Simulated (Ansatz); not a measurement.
`[Li][Ag]` + H–F → `[F][Ag]` + `[LiH]`  (cleavage of the Ag–Li bond)

Isolated molecules relaxed with PBE0-D4/def2-TZVP in Ansatz; ΔE leaves out vibrations. CCSD(T)/CBS adds triple-zeta CCSD(T) − MP2 to the extrapolated MP2 energy (def2 sets, frozen cores). This one scheme is used for every species. def2 core potentials past Kr. For Ag, Li outer-core shells are correlated without core-valence functions, which leaves a few kJ/mol of doubt a bond.

| level | ΔE (kJ/mol) |
| --- | --- |
| HF/def2-SVP | 143.1 |
| MP2/def2-SVP | 194.1 |
| SCS-MP2/def2-TZVPP | 193.3 |
| CCSD/def2-QZVPP | 188.9 |

What does CCSD(T)/CBS give? (Estimate.)

Ansatz gave: +202.9 kJ/mol. The listed levels differ from it by -59.8, -8.8, -9.6, -14.0 kJ/mol.

What do rigid-rotor, harmonic-oscillator terms from PBE0-D4/def2-TZVP frequencies (298.15 K, 1 bar) make of the CCSD(T)/CBS value? (Best estimate.)

The calculation gave: ΔZPE = -15.7 kJ/mol, ΔH = +187.0 kJ/mol, ΔS = 1 J/(mol·K), ΔG = +186.7 kJ/mol.

Largest T1 diagnostic among the species: 0.028, so the coupled-cluster value is less sure than usual.

Leaving LDA and LC-ωPBE aside and taking each functional with its dispersion term where it has one, the values, not all of them listed here, spread over 51.8 kJ/mol, from ωB97X-V to PBE-D4. LDA lies +26.1 kJ/mol from PBE without D4. In def2-TZVPP, CCSD(T) changes the Hartree–Fock value by +54.1 kJ/mol (the triples alone add +8.1 kJ/mol) and MP2 by +63.7 kJ/mol. From PBE to PBE0 (25 % exact exchange), in def2-TZVPP and without D4, ΔE moves by −6.6 kJ/mol.
